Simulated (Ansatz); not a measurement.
Reaction (formal hydrolysis of the Si–O bond): `CO[SiH2]CN` + H₂O → `NC[SiH2]O` + CH₃OH

Computed with Ansatz on PBE0-D4/def2-TZVP structures; ΔE is electronic, products minus reactants. CCSD(T)/CBS is the MP2 limit (def2-TZVPP, def2-QZVPP) plus CCSD(T) − MP2 in def2-TZVPP, frozen cores. This one scheme is used for every species. DFT in def2-TZVPP. One conformer a species, not always the lowest.

`CO[SiH2]CN`:

Z-matrix (Å, degrees):
```
C
O 1 1.411
H 1 1.094 2 111.4
H 1 1.091 2 108.1 3 120.1
H 1 1.097 2 111.1 3 -121.0
Si 2 1.640 1 123.7 3 61.4
C 6 1.877 2 113.1 1 -67.5
H 6 1.496 2 109.9 1 52.6
H 6 1.484 2 106.1 1 171.8
N 7 1.461 6 110.4 2 68.5
H 7 1.096 6 106.9 2 -49.7
H 7 1.103 6 109.2 2 -164.2
H 10 1.012 7 111.4 6 -179.2
H 10 1.012 7 110.7 6 62.0
```

H₂O:

Cartesian coordinates in Å:
```
O -0.305 -0.222 0.093
H -0.211 0.348 -0.672
H 0.517 -0.126 0.579
```

`NC[SiH2]O`:

```xyz
11

N    -0.447   -0.556   -1.259
C     0.662    0.119   -0.574
Si    0.041    0.535    1.154
O    -0.681   -0.828    1.730
H    -0.142   -0.989   -2.122
H    -1.172    0.107   -1.504
H     1.077    0.985   -1.107
H     1.479   -0.601   -0.455
H    -0.930    1.665    1.061
H     1.137    0.923    2.078
H    -1.022   -1.360    1.000
```

CH₃OH:

Cartesian coordinates in Å:
```
C -0.027 -0.351 -0.051
O 0.620 0.880 0.175
H 0.748 -1.117 -0.091
H -0.573 -0.369 -1.002
H -0.722 -0.612 0.757
H -0.044 1.571 0.212
```

```csv
level,ΔE (kcal/mol)
PBE-D4,-0.6
r2SCAN-D4,-0.8
ωB97M-V,-0.5
r2SCAN,-1.2
MP2/def2-TZVPP,0.1
CCSD(T)/def2-TZVPP,-0.1
SCS-MP2/def2-QZVPP,0.1
HF/CBS(def2),-0.8
```

Task: What does CCSD(T)/CBS give? (Estimate.)

Result: The calculation gave: +0.3 kcal/mol. The listed levels differ from it by -0.9, -1.1, -0.8, -1.5, -0.2, -0.4, -0.2, -1.1 kcal/mol.

Largest T1 diagnostic among the species: 0.010.

In def2-TZVPP, CCSD(T) changes the Hartree–Fock value by +0.9 kcal/mol (the triples alone add +0.1 kcal/mol) and MP2 by +1.1 kcal/mol. The D4 term adds +1.5 kcal/mol with B3LYP and +0.9 kcal/mol with PBE0; it sums over pairs of atoms, weighted by their polarisabilities, and B3LYP, whose exchange is more repulsive, gets the larger term.

B3LYP here is the variant with VWN-RPA as its local correlation; programs differ in this.
